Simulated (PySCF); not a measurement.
Assigning NMR signals

Mapped SMILES: `[CH2:1]=[C:2]1[CH2:3][C@@H:4]([B:5]([CH3:6])[CH3:7])[C@H:8]1[F:9]`. Each H is labelled by its parent atom. Ha(C3) is cis to B5 on the ring; Ha(C1) is cis to C3; Hb(C3) is trans to B5 on the ring; Hb(C1) is trans to C3.

All values are calculated (PySCF 2.14.0 with density-fitted response routines): structure optimised with PBE0-D3(BJ)/def2-SVP, σ from GIAO-PBE0/pcSseg-1. Relativity neglected, one computed conformer, averaged over atoms made equivalent by symmetry, fast rotation or ring inversion, gas phase.

Referencing at the same level of theory: ¹³C (184.41 ppm) and ¹H (31.27 ppm) vs TMS.

Q: Assign these signals to the numbered atoms. ¹³C{¹H} NMR (computed): δ 159.4 (C), 115.6 (CH2), 92.4 (CH), 38.9 (CH), 27.8 (CH2), 16.8 (CH3).

A: 
159.4 → C2, fully substituted alkene carbon: the olefinic region
115.6 → C1, terminal =CH2 carbon: as expected for a trigonal carbon in a double bond
92.4 → C8, allylic sp3 CH bonded to F: deshielded by the electronegative neighbour
38.9 → C4, sp3 CH bonded to B
27.8 → C3, allylic sp3 CH2: saturated and bonded to C and H only
16.8 → C6/C7, methyl carbon bonded to B

Q: Assign these signals to the numbered atoms. ¹H NMR (500 MHz, computed): δ 5.64 (m, 1H), 5.44 (m, 1H), 5.37 (m, 1H), 2.50 (m, 1H), 2.49 (m, 1H), 2.30 (m, 1H), 1.00 (s, 6H).

A: 
5.64 → Hb(C1), hydrogen on a terminal =CH2 carbon: a vinylic proton, deshielded by the sp2 carbon and the C=C anisotropy
5.44 → H(C8), hydrogen on an allylic sp3 CH bonded to F: its carbon carries F, which withdraws density
5.37 → Ha(C1), hydrogen on a terminal =CH2 carbon: attached to an sp2 carbon and in the plane of the double bond
2.50 → Ha(C3), hydrogen on an allylic sp3 CH2: allylic position
2.49 → H(C4), hydrogen on an sp3 CH bonded to B
2.30 → Hb(C3), hydrogen on an allylic sp3 CH2: allylic position
1.00 → H(C6)/H(C7), hydrogen on a methyl carbon bonded to B

H(C8) and Ha(C1); Ha(C3) and H(C4) lie closer than the usual error of such a calculation, so a measured spectrum could show them in the other order.

A carbon bonded to boron is broadened by the quadrupolar boron nucleus and is often missing from a measured spectrum. Splittings by ¹⁹F in the carbon and heteronuclear signals aren't shown, as no couplings were computed. Shifts are as computed. Against solution values, carbons near 30 ppm lie about +2 ppm off and those near 130 ppm about +5 ppm. Of 1211 compounds with measured shifts, 218 miss one by over three times the rms of a fit or turn the order of signals round; such compounds aren't used in these exercises. Multiplicities follow the n + 1 count of equivalent neighbours, as no J values were calculated; m marks all less simple cases, F and P coupling included.
